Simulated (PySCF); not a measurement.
OZn, SMILES [O]=[Zn]. Heavy atoms are numbered as in [Zn:1]=[O:2].

Geometry optimised at PBE0-D3(BJ)/def2-TZVPD.

All values below come from PBE/pcSseg-2 (PySCF).

GIAO shieldings, no solvent; atoms alike by connectivity are averaged. δ = σ(ref) − σ: ¹⁷O against H2O (σ = 327.5 ppm), references at their B3LYP-D3(BJ)/def2-TZVP geometries, non-relativistic.

**Question.** Estimate the chemical shifts. (Estimate from the structure and the level; the computed values follow.)

**Answer.** 
```json
[
 {"nucleus": "¹⁷O", "atoms": "O2", "count": "1", "δ (ppm)": "2311.5"}
]
```
